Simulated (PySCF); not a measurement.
Excitations are Tamm–Dancoff values on a coarser integration grid. The basis has no diffuse functions, so Rydberg states are missing or too high.

Cartesian coordinates (Å):
SMILES: COC(OC)(OC)OC
```xyz
21

C     -0.3719    -0.9760     2.1182
O      0.1103     0.1140     1.3691
C      0.0000     0.0000     0.0000
O      0.4259     1.1857    -0.5588
C     -0.1977     2.3522    -0.0769
O     -1.3154    -0.2858    -0.2960
C     -1.6015    -0.5319    -1.6523
O      0.7792    -1.0139    -0.5143
C      2.1711    -0.8442    -0.3890
H     -1.4699    -1.0413     2.0718
H      0.0545    -1.9271     1.7587
H     -0.0573    -0.8089     3.1569
H      0.1037     2.5702     0.9593
H      0.1200     3.1737    -0.7325
H     -1.2959     2.2622    -0.1144
H     -1.1723    -1.4891    -1.9863
H     -2.6952    -0.5682    -1.7425
H     -1.2112     0.2743    -2.2952
H      2.6326    -1.7966    -0.6818
H      2.4526    -0.6094     0.6508
H      2.5385    -0.0398    -1.0447
```
Charge 0, multiplicity 1.

Q: What is the computed S1 oscillator strength, HOMO, S1 excitation (TDA), S1–T1 gap (TDA), LUMO, total energy, T1 excitation (TDA) and dipole moment (PySCF 2.14.0 with PBE-D3(BJ)/def2-TZVP // PBE0-D4/def2-SVP)?

A: 
| Property | Result |
|---|---|
| S1 oscillator strength | 0.002 |
| HOMO | -6.32 eV |
| S1 excitation (TDA) | 6.98 eV |
| S1–T1 gap (TDA) | 0.08 eV |
| LUMO | 0.63 eV |
| total energy | -498.2468 Ha |
| T1 excitation (TDA) | 6.90 eV |
| dipole moment | 0.00 D |
